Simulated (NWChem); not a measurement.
System: C₂H₆Ge; SMILES C=[CH][GeH3]

NWChem input:

```
start job
memory heap 200 mb stack 900 mb global 1100 mb
geometry units angstroms noautoz
  Ge    -0.022363    -0.726127     0.000000
  C      0.540565     1.142082     0.000000
  C     -0.322254     2.174816     0.000000
  H      0.521058    -1.461299    -1.254611
  H     -1.571888    -0.776743     0.000000
  H      0.521058    -1.461299     1.254611
  H      1.626081     1.351203     0.000000
  H      0.022930     3.223728     0.000000
  H     -1.415792     2.022812     0.000000
end
basis spherical
  * library 6-31g*
end
dft
  xc scan
  grid fine
  iterations 150
  mulliken
end
task dft gradient
```

Excerpt of the output:

```
             Northwest Computational Chemistry Package (NWChem) 7.3.0
             --------------------------------------------------------

 CS  symmetry detected

                             Geometry "geometry" -> ""
                             -------------------------

 Output coordinates in angstroms (scale by  1.889725989 to convert to a.u.)

  No.       Tag          Charge          X              Y              Z
 ---- ---------------- ---------- -------------- -------------- --------------
    1 Ge                  32.0000    -0.03212801    -0.71724095     0.00000000
    2 C                    6.0000     0.54071763     1.14795091     0.00000000
    3 C                    6.0000    -0.31660240     2.18525439     0.00000000
    4 H                    1.0000     0.50737943    -1.45528971    -1.25461100
    5 H                    1.0000    -1.58190006    -0.75962378     0.00000000
    6 H                    1.0000     0.50737943    -1.45528971     1.25461100
    7 H                    1.0000     1.62732934     1.35130173     0.00000000
    8 H                    1.0000     0.03414949     3.23231767     0.00000000
    9 H                    1.0000    -1.41093254     2.03906239     0.00000000

 Effective nuclear repulsion energy (a.u.)     171.5083445080

      Symmetry information
      --------------------

 Group name             Cs
 Group number              2
 Group order               2
 No. of unique centers     8

                                 NWChem DFT Module
                                 -----------------

 Summary of "ao basis" -> "ao basis" (spherical)
 ------------------------------------------------------------------------------
       Tag                 Description            Shells   Functions and Types
 ---------------- ------------------------------  ------  ---------------------
 Ge                          6-31g*                 12       32   5s4p3d
 C                           6-31g*                  6       14   3s2p1d
 H                           6-31g*                  2        2   2s

      Symmetry analysis of basis
      --------------------------

        a'         52
        a"         20

            General Information
            -------------------
          SCF calculation type: DFT
          Wavefunction type:  closed shell.
          No. of atoms     :     9
          No. of electrons :    50
           Alpha electrons :    25
            Beta electrons :    25
          Charge           :     0
          Spin multiplicity:     1
          Use of symmetry is: on ; symmetry adaption is: on
          Maximum number of iterations: 150
          AO basis - number of functions:    72
                     number of shells:    36
          Convergence on energy requested:  1.00D-06
          Convergence on density requested:  1.00D-05
          Convergence on gradient requested:  5.00D-04

              XC Information
              --------------
                         SCAN Method XC Functional
                  SCAN metaGGA Exchange Functional  1.000
                        SCAN Correlation Potential  1.000

             Grid Information
             ----------------
          Grid used for XC integration:  fine
          Radial quadrature: Mura-Knowles
          Angular quadrature: Lebedev.
          Tag              B.-S. Rad. Rad. Pts. Rad. Cut. Ang. Pts.
          ---              ---------- --------- --------- ---------
          Ge                  1.25      140          10.0       974
          C                   0.70       70          10.0       590
          H                   0.35       60          12.0       590
          Grid pruning is: on
          Number of quadrature shells:   580
          Spatial weights used:  Erf1

      Superposition of Atomic Density Guess
      -------------------------------------

 Sum of atomic energies:       -2153.33134000

      Non-variational initial energy
      ------------------------------

 Total energy =   -2154.748709
 1-e energy   =   -3338.926558
 2-e energy   =    1012.669504
 HOMO         =      -0.312651
 LUMO         =       0.007822

      Symmetry analysis of molecular orbitals - initial
      -------------------------------------------------

  Numbering of irreducible representations:

     1 a'          2 a"

  Orbital symmetries:

     1 a'          2 a'          3 a'          4 a"          5 a'
     6 a'          7 a'          8 a'          9 a'         10 a"
    11 a'         12 a'         13 a"         14 a'         15 a'
    16 a"         17 a'         18 a'         19 a'         20 a'
    21 a'         22 a"         23 a'         24 a'         25 a"
    26 a"         27 a'         28 a'         29 a'         30 a"
    31 a'         32 a'         33 a'         34 a'         35 a"

     ---------------------------------------------
      Total Density - Mulliken Population Analysis
     ---------------------------------------------

    Atom       Charge   Shell Charges
 -----------   ------   -------------------------------------------------------
    1 Ge  32    31.83   2.00  2.00  6.00  2.00  5.99  1.19  1.95  0.15  0.42  6.88  2.97  0.29
    2 C    6     6.36   2.00  0.74  1.91  0.62  1.07  0.03
    3 C    6     6.43   2.00  0.74  1.90  0.63  1.13  0.03
    4 H    1     1.01   0.45  0.56
    5 H    1     1.01   0.45  0.56
    6 H    1     1.01   0.45  0.56
    7 H    1     0.78   0.46  0.32
    8 H    1     0.79   0.46  0.32
    9 H    1     0.79   0.46  0.32

   convergence    iter        energy       DeltaE   RMS-Dens  Diis-err
 ---------------- ----- ----------------- --------- --------- ---------
 d= 0,ls=0.0,diis     1  -2156.5864338743 -2.33D+03  8.44D-03  2.28D-01
 d= 0,ls=0.0,diis     2  -2156.6142938961 -2.79D-02  3.25D-03  2.31D-02
 d= 0,ls=0.0,diis     3  -2156.6153774864 -1.08D-03  1.58D-03  1.38D-02
 d= 0,ls=0.0,diis     4  -2156.6169590969 -1.58D-03  6.00D-04  3.42D-03
 d= 0,ls=0.0,diis     5  -2156.6173759094 -4.17D-04  1.68D-04  2.94D-04
  Resetting Diis
 d= 0,ls=0.0,diis     6  -2156.6174185779 -4.27D-05  1.99D-05  5.75D-06
 d= 0,ls=0.0,diis     7  -2156.6174190820 -5.04D-07  5.37D-06  1.05D-07

         Total DFT energy =    -2156.617419082012
      One electron energy =    -3341.496525199595
           Coulomb energy =     1105.518446100021
    Exchange-Corr. energy =      -92.147684490437
 Nuclear repulsion energy =      171.508344507999

 Numeric. integr. density =       50.000000116846

                  Occupations of the irreducible representations
                  ----------------------------------------------

                     irrep           alpha         beta
                     --------     --------     --------
                     a'               19.0         19.0
                     a"                6.0          6.0

                       DFT Final Molecular Orbital Analysis
                       ------------------------------------

 Vector   23  Occ=2.000000D+00  E=-3.088056D-01  Symmetry=a'
              MO Center= -5.4D-01, -8.1D-01,  1.3D-13, r^2= 2.6D+00
   Bfn.  Coefficient  Atom+Function         Bfn.  Coefficient  Atom+Function
  ----- ------------  ---------------      ----- ------------  ---------------
    11      0.434046  1 Ge px                64     -0.275290  5 H  s
    63     -0.268522  5 H  s                  7     -0.178039  1 Ge px
    12     -0.156207  1 Ge py                62      0.137929  4 H  s
    66      0.137929  6 H  s                 61      0.137153  4 H  s
    65      0.137153  6 H  s                 35     -0.074977  2 C  px

 Vector   24  Occ=2.000000D+00  E=-2.821871D-01  Symmetry=a'
              MO Center=  1.7D-01,  7.7D-01,  1.4D-14, r^2= 3.4D+00
   Bfn.  Coefficient  Atom+Function         Bfn.  Coefficient  Atom+Function
  ----- ------------  ---------------      ----- ------------  ---------------
    12      0.402697  1 Ge py                36     -0.319436  2 C  py
    68     -0.183767  7 H  s                 35     -0.181215  2 C  px
    70      0.177447  8 H  s                 50      0.175484  3 C  py
     8     -0.159524  1 Ge py                69      0.158829  8 H  s
    67     -0.157367  7 H  s                 72     -0.152121  9 H  s

 Vector   25  Occ=2.000000D+00  E=-2.464472D-01  Symmetry=a"
              MO Center=  1.3D-01,  1.3D+00, -8.9D-16, r^2= 2.5D+00
   Bfn.  Coefficient  Atom+Function         Bfn.  Coefficient  Atom+Function
  ----- ------------  ---------------      ----- ------------  ---------------
    51      0.383856  3 C  pz                37      0.370803  2 C  pz
    55      0.281889  3 C  pz                41      0.256503  2 C  pz
    62      0.144313  4 H  s                 66     -0.144313  6 H  s
    13     -0.105208  1 Ge pz                61      0.093886  4 H  s
    65     -0.093886  6 H  s                 19     -0.049809  1 Ge d -1

 Vector   26  Occ=0.000000D+00  E=-2.798538D-02  Symmetry=a"
              MO Center=  8.7D-02,  1.4D+00, -1.9D-15, r^2= 2.6D+00
   Bfn.  Coefficient  Atom+Function         Bfn.  Coefficient  Atom+Function
  ----- ------------  ---------------      ----- ------------  ---------------
    55      0.571203  3 C  pz                41     -0.506953  2 C  pz
    51      0.431859  3 C  pz                37     -0.377876  2 C  pz
    62     -0.231849  4 H  s                 66      0.231849  6 H  s
    13     -0.184052  1 Ge pz                17     -0.130461  1 Ge pz
    61     -0.075639  4 H  s                 65      0.075639  6 H  s

 Vector   27  Occ=0.000000D+00  E= 3.762315D-02  Symmetry=a'
              MO Center= -2.3D-02, -6.4D-01, -2.7D-13, r^2= 4.9D+00
   Bfn.  Coefficient  Atom+Function         Bfn.  Coefficient  Atom+Function
  ----- ------------  ---------------      ----- ------------  ---------------
    16      0.980058  1 Ge py                38     -0.968316  2 C  s
    12      0.405313  1 Ge py                40      0.348679  2 C  py
    14      0.330270  1 Ge s                 15      0.323206  1 Ge px
    52     -0.224538  3 C  s                 36      0.213493  2 C  py
    72      0.211963  9 H  s                 53      0.179578  3 C  px

 Vector   28  Occ=0.000000D+00  E= 6.412220D-02  Symmetry=a'
              MO Center=  2.2D-01, -4.9D-01, -3.1D-13, r^2= 4.7D+00
   Bfn.  Coefficient  Atom+Function         Bfn.  Coefficient  Atom+Function
  ----- ------------  ---------------      ----- ------------  ---------------
    10      0.842954  1 Ge s                 52     -0.691724  3 C  s
    15     -0.669341  1 Ge px                62      0.631299  4 H  s
    66      0.631299  6 H  s                 64     -0.524473  5 H  s
    70      0.443116  8 H  s                 11     -0.440649  1 Ge px
    14      0.316216  1 Ge s                 12      0.311248  1 Ge py

     ---------------------------------------------
      Total Density - Mulliken Population Analysis
     ---------------------------------------------

    Atom       Charge   Shell Charges
 -----------   ------   -------------------------------------------------------
    1 Ge  32    32.07   2.00  2.00  6.00  2.00  5.99  1.29  2.29  0.07  0.27  6.85  2.92  0.39
    2 C    6     6.16   2.00  0.69  1.97  0.58  0.89  0.03
    3 C    6     6.36   2.00  0.69  2.00  0.62  1.03  0.03
    4 H    1     0.97   0.48  0.50
    5 H    1     0.98   0.48  0.50
    6 H    1     0.97   0.48  0.50
    7 H    1     0.83   0.52  0.31
    8 H    1     0.83   0.52  0.31
    9 H    1     0.83   0.52  0.31

     -------------------------------------------
      Total Density - Lowdin Population Analysis
     -------------------------------------------

    Atom       Charge   Shell Charges
 -----------   ------   -------------------------------------------------------
    1 Ge  32    32.01   2.00  2.00  5.99  1.98  5.90  0.85  1.98  0.32  0.75  6.64  3.07  0.53
    2 C    6     6.26   1.99  0.55  1.79  0.45  1.42  0.06
    3 C    6     6.24   1.99  0.56  1.81  0.45  1.37  0.07
    4 H    1     0.97   0.46  0.51
    5 H    1     0.97   0.46  0.51
    6 H    1     0.97   0.46  0.51
    7 H    1     0.85   0.49  0.36
    8 H    1     0.86   0.49  0.37
    9 H    1     0.86   0.49  0.37

     Multipole analysis of the density
     ---------------------------------

     L   x y z        total         alpha         beta         nuclear
     -   - - -        -----         -----         ----         -------
     0   0 0 0     -0.000000    -25.000000    -25.000000     50.000000

     1   1 0 0      0.053568      0.026784      0.026784      0.000000
     1   0 1 0      0.246942      0.123471      0.123471     -0.000000
     1   0 0 1      0.000000      0.000000      0.000000      0.000000

     2   2 0 0    -22.589525    -29.232361    -29.232361     35.875197
     2   1 1 0      0.009537      0.954935      0.954935     -1.900334
     2   1 0 1      0.000000      0.000000      0.000000      0.000000
     2   0 2 0    -22.382624   -143.794052   -143.794052    265.205480
     2   0 1 1      0.000000      0.000000      0.000000      0.000000
     2   0 0 2    -24.997616    -18.119837    -18.119837     11.242059

            General Information
            -------------------
          SCF calculation type: DFT
          Wavefunction type:  closed shell.
          No. of atoms     :     9
          No. of electrons :    50
           Alpha electrons :    25
            Beta electrons :    25
          Charge           :     0
          Spin multiplicity:     1
          Use of symmetry is: on ; symmetry adaption is: on
          Maximum number of iterations: 150
          AO basis - number of functions:    72
                     number of shells:    36
          Convergence on energy requested:  1.00D-06
          Convergence on density requested:  1.00D-05
          Convergence on gradient requested:  5.00D-04

              XC Information
              --------------
                         SCAN Method XC Functional
                  SCAN metaGGA Exchange Functional  1.000
                        SCAN Correlation Potential  1.000

             Grid Information
             ----------------
          Grid used for XC integration:  fine
          Radial quadrature: Mura-Knowles
          Angular quadrature: Lebedev.
          Tag              B.-S. Rad. Rad. Pts. Rad. Cut. Ang. Pts.
          ---              ---------- --------- --------- ---------
          Ge                  1.25      140          10.0       974
          C                   0.70       70          10.0       590
          H                   0.35       60          12.0       590
          Grid pruning is: on
          Number of quadrature shells:   580
          Spatial weights used:  Erf1

          Convergence Information
          -----------------------
          Convergence aids based upon iterative change in
          total energy or number of iterations.
          Levelshifting, if invoked, occurs when the
          HOMO/LUMO gap drops below (HL_TOL):  1.00D-02
          DIIS, if invoked, will attempt to extrapolate
          using up to (NFOCK): 10 stored Fock matrices.

[...]

                         DFT ENERGY GRADIENTS

    atom               coordinates                        gradient
                 x          y          z           x          y          z
   1 Ge     -0.060713  -1.355389   0.000000   -0.000183  -0.001447   0.000000
   2 C       1.021808   2.169313   0.000000   -0.000529  -0.004810   0.000000
   3 C      -0.598292   4.129532   0.000000   -0.000435   0.001391   0.000000
   4 H       0.958808  -2.750099  -2.370871    0.001484  -0.001797  -0.003296
   5 H      -2.989358  -1.435481   0.000000   -0.003900   0.000053   0.000000
   6 H       0.958808  -2.750099   2.370871    0.001484  -0.001797   0.003296
   7 H       3.075207   2.553590   0.000000    0.008639   0.001206   0.000000
   8 H       0.064533   6.108195   0.000000    0.003112   0.008527   0.000000
   9 H      -2.666276   3.853269   0.000000   -0.009674  -0.001326   0.000000
```

Level: SCAN/6-31G* (spherical d). The geometry was optimised at PBE-D3(BJ)/def2-SVP.
